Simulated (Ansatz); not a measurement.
ZnBr₂⁻, relaxed as a doublet with UKS PBE-D4/def2-TZVPD in Ansatz, starting from the GFN1-xTB geometry. Force threshold 0.02 eV/Å.

The highest occupied level of the charge -1 doublet lies above zero (up to 0.17 eV). By energy differences its removal costs 2.36 eV (vertical, to the charge 0 singlet, at PBE-D4/def2-TZVPD); a positive level beside a positive removal energy at the same level points to self-interaction error. The relaxation made no stability test and no search for a lower SCF solution. The structure comes from a short search, and lower isomers may exist.

Start:

```xyz
3

Zn    0.259    0.689   -0.673
Br    1.975   -0.454    1.034
Br   -2.234   -0.235   -0.361
```

```csv
step,energy (eV),largest force component (eV/Å),SCF passes
1,-188488.6533,0.674,18
2,-188488.7925,0.408,21
3,-188488.8028,0.372,22
4,-188488.8418,0.149,21
5,-188488.8469,0.004,21
```

Force components are those of the run's own axes.

End:

```xyz
3

Zn    0.2132    0.5672   -0.5540
Br    1.9204   -0.3892    0.9488
Br   -2.1336   -0.1780   -0.3949
```

By distances, no bond broke or formed. The bond that changes most is Zn1–Br2, from 2.68 to 2.47 Å (atoms count from 1).

No frequencies were taken in this run, so the end may be a saddle point.

Hardware: 4 threads of AMD EPYC 7B13 on a shared host. Wall time 7.5 s.
